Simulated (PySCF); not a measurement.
## Potential energy of TeN along the bond

Set-up: PySCF, spin-free X2C with a Gaussian nucleus, basis sets Te x2c-TZVPPall, N x2c-TZVPPall. Energies in eV from Te + N in their ground configurations at the same level. State: ²Π (doublet), unpaired electrons π ↑.

All columns are r²SCAN. A positive dipole means Te(−)N(+).

| R (Å) | E (eV) | μ (D) | Mulliken charge on Te (basis-dependent) | HOMO (eV) | LUMO (eV) | Mayer bond order | ⟨S²⟩ |
| --- | --- | --- | --- | --- | --- | --- | --- |
| 1.606 | -1.132 | -2.77 | 0.52 | -4.60 | -4.12 | 2.43 | 0.76 |
| 1.680 | -2.060 | -2.77 | 0.46 | -4.82 | -4.34 | 2.44 | 0.76 |
| 1.755 | -2.552 | -2.73 | 0.41 | -5.03 | -4.58 | 2.43 | 0.77 |
| 1.811 | -2.717 | -2.67 | 0.37 | -5.18 | -4.75 | 2.39 | 0.80 |
| 1.867 | -2.761 | -2.58 | 0.33 | -5.32 | -4.88 | 2.30 | 0.88 |
| 1.923 | -2.723 | -2.46 | 0.30 | -5.43 | -4.97 | 2.17 | 1.00 |
| 1.998 | -2.590 | -2.31 | 0.26 | -5.56 | -5.03 | 1.99 | 1.16 |
| 2.091 | -2.345 | -2.11 | 0.22 | -5.67 | -5.07 | 1.78 | 1.32 |
| 2.203 | -1.999 | -1.88 | 0.17 | -5.74 | -5.08 | 1.55 | 1.48 |
| 2.352 | -1.532 | -1.58 | 0.13 | -5.77 | -5.05 | 1.28 | 1.67 |

A fit through these points gives, at Re = 1.865 Å, μ = -2.58 D and dμ/dR = 1.87 D/Å; the reduced mass is 12.64 u.

Problem. How strong is the fundamental in the double-harmonic approximation, I = 42.26·(dμ/dR)²/μred km/mol?

Solution. I = 42.26·(1.87)²/12.64 = 11.7 km/mol at r²SCAN.

⟨S²⟩ of the unrestricted solution departs from its pure value on part of the curve, where spin states mix. Spin–orbit coupling is left out, which matters for elements this heavy, above all for dissociation energies. The state was picked by a PBE0 search and need not be the measured ground state.
